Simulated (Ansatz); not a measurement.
H2ClNSi, SMILES `N[Si]Cl` (excited triplet) (charge 0, multiplicity 3). This triplet is an excited state, 2.47 eV above the relaxed singlet at the level frozen-core CCSD(T)/cc-pVTZ // PBE0-D3(BJ)/def2-TZVP (Ansatz, a first-principles code).

These are frozen-core CCSD(T)/cc-pVDZ // PBE0-D3(BJ)/def2-TZVP (Ansatz) values and carry that method's errors.

Ansatz 0.2 input:
```yaml
crystal:
  periodic: [false, false, false]
  atoms:
    - { symbol: N, position_ang: [-0.72461, 0.113214, 0.046215] }
    - { symbol: Si, position_ang: [0.713339, -0.575649, -0.557076] }
    - { symbol: Cl, position_ang: [2.53229, -0.018328, 0.254105] }
    - { symbol: H, position_ang: [-1.19978, 0.860103, -0.434623] }
    - { symbol: H, position_ang: [-1.321239, -0.379338, 0.691378] }
basis:
  gaussian: { orbitals: cc-pVDZ }
correlation:
  method: ccsd_t
magnetization:
  spin_polarized: true
  initial_magnetization: 2
```

Output:

```
Functional definition: HF
601 factors; integrals over basis functions are off by at most 1.0e-3 eV
mean field evaluation 1: about -21876.8947 eV, gradient 1.9e1 eV
mean field evaluation 2: about -21876.8990 eV, gradient 1.9e1 eV
mean field evaluation 4: about -21878.9895 eV, gradient 2.6e0 eV
mean field evaluation 8: about -21879.1052 eV, gradient 2.6e-1 eV
mean field evaluation 16: about -21879.0770 eV, gradient 8.4e-1 eV
mean field evaluation 32: about -21875.5285 eV, gradient 1.5e0 eV
mean field evaluation 64: about -21874.6415 eV, gradient 2.4e-3 eV
mean field evaluation 96: about -21877.2276 eV, gradient 2.9e0 eV
mean field -21879.10764801 eV, -804.0423758725 hartree, gradient 7.4e-6 eV, S^2 2.006738; 1 other end points of the search recorded, 0 dependent functions left out
11 core orbitals not correlated
reference -21879.10764801 eV, -804.0423758725 hartree; 10, 8 occupied and 39, 41 virtual orbitals, 601 factors
second order -9.92529456 eV of doubles, -0.00000000 eV of singles
cycle   1  -10.42993807 eV  change   -5.0e-1 eV  update   7.3e-2
cycle   2  -10.68050601 eV  change   -2.5e-1 eV  update   2.6e-2
cycle   3  -10.74369300 eV  change   -6.3e-2 eV  update   1.6e-2
cycle   4  -10.74035271 eV  change    3.3e-3 eV  update   6.9e-3
cycle   5  -10.74064566 eV  change   -2.9e-4 eV  update   3.7e-3
cycle   6  -10.74205083 eV  change   -1.4e-3 eV  update   1.6e-3
cycle   7  -10.74237122 eV  change   -3.2e-4 eV  update   7.8e-4
cycle   8  -10.74250625 eV  change   -1.4e-4 eV  update   3.1e-4
cycle   9  -10.74248922 eV  change    1.7e-5 eV  update   1.5e-4
cycle  10  -10.74248071 eV  change    8.5e-6 eV  update   5.5e-5
cycle  11  -10.74250035 eV  change   -2.0e-5 eV  update   2.6e-5
cycle  12  -10.74249078 eV  change    9.6e-6 eV  update   1.0e-5
perturbative correction -0.27537727 eV, -0.0101199282 hartree
Total energy: -21890.12551607 eV, -804.4472750554 hartree
```
